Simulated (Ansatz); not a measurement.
H₂Cl₃NTi (SMILES [NH2][Ti]([Cl])([Cl])[Cl]), singlet, at a GFN2-xTB geometry (such geometries of metal compounds can be far from the true shape); PBE0/cc-pV(D+d)Z run with Ansatz (an electronic-structure program).

The Ansatz input:
Ansatz 0.2 input:
```yaml
crystal:
  periodic: [false, false, false]
  atoms:
    - {symbol: Ti, position_ang: [-0.13937091, -0.24600478, -0.03069779]}
    - {symbol: Cl, position_ang: [1.81546559, -0.40073557, -0.86150818]}
    - {symbol: Cl, position_ang: [0.06558105, 0.32640835, 2.01346250]}
    - {symbol: Cl, position_ang: [-1.09675410, 1.40177927, -0.99077141]}
    - {symbol: N, position_ang: [-1.07131466, -1.79322522, -0.21542631]}
    - {symbol: H, position_ang: [-0.79360286, -2.60218848, -0.77409091]}
    - {symbol: H, position_ang: [-1.97400768, -1.99981506, 0.21731681]}
basis:
  gaussian:
    orbitals: cc-pV_D+d_Z.json
hamiltonian:
  xc: pbe0
```
The basis file holds cc-pV(D+d)Z in the JSON format of the Basis Set Exchange.

### Question
Predict the main parts of the log of this Ansatz run.

### Answer

```
Functional definition: PBE0
1401 factors; integrals over basis functions are off by at most 1.1e-3 eV
mean field evaluation 1: about -62187.6962 eV, gradient 5.4e1 eV
mean field evaluation 2: about -62158.1839 eV, gradient 1.3e2 eV
mean field evaluation 4: about -62192.2041 eV, gradient 2.6e1 eV
mean field evaluation 8: about -62193.7257 eV, gradient 3.5e-1 eV
mean field evaluation 16: about -62193.7752 eV, gradient 1.5e-4 eV
mean field -62193.77518279 eV, -2285.5790815128 hartree, gradient 3.3e-5 eV, S^2 0.000000; 0 other end points of the search recorded, 0 dependent functions left out
reference -62193.77524544 eV, -2285.5790838148 hartree; 41, 41 occupied and 95, 95 virtual orbitals, 1401 factors
Total energy: -62193.77524544 eV, -2285.5790838148 hartree
```
